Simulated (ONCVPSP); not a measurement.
## LDA (Perdew-Zunger) ONCV dataset for Be (Z = 4), non-relativistic all-electron reference.

| Property | Result |
| --- | --- |
| Element | beryllium (Be) |
| Generator | ONCVPSP 4.0.1 |
| Type | optimised norm-conserving Vanderbilt (ONCV) |
| Functional | LDA (Perdew-Zunger) |
| Relativity | non-relativistic |
| Frozen core | none |
| Valence charge | 4 |
| Reference configuration | 1s2 2s1.5 (charge +0.5) |
| Partial waves | 1s+2s: rc 0.80 bohr, ncon 5, nbas 8, qcut 12.1 1/bohr, 2 projectors; p scattering state at 0.03 Ha: rc 0.65 bohr, ncon 4, nbas 8, qcut 13.5 1/bohr, 2 projectors, debl 0.4 Ha |
| Local potential | polynomial inside 0.45 bohr (lpopt 5, dvloc0 0 Ha) |
| Core correction | none |

Q: Estimate the cutoffs (Ha) at which the residual kinetic energy of the hardest occupied pseudo-wave falls to 1 and 0.1 mHa per electron.

A: 120 Ha and 244 Ha.

Q: Does the potential have ghost states?

A: No bound ghost flagged; GHOST(+) flags only above 600 eV.

Q: Which valence shell sets the plane-wave cutoff?

A: 1s: 120 Ha for 1 mHa per electron, against 64 Ha for 2s.

Q: Tests: 1s2 2s2; 1s2 2s1; 1s2 2s0; 1s2 2s0 2p2. Which has the largest error in its energy relative to the reference configuration, and how large is it?

A: 1s2 2s0 2p2, with +3.7 meV (all-electron minus pseudo) on +3.32 eV.
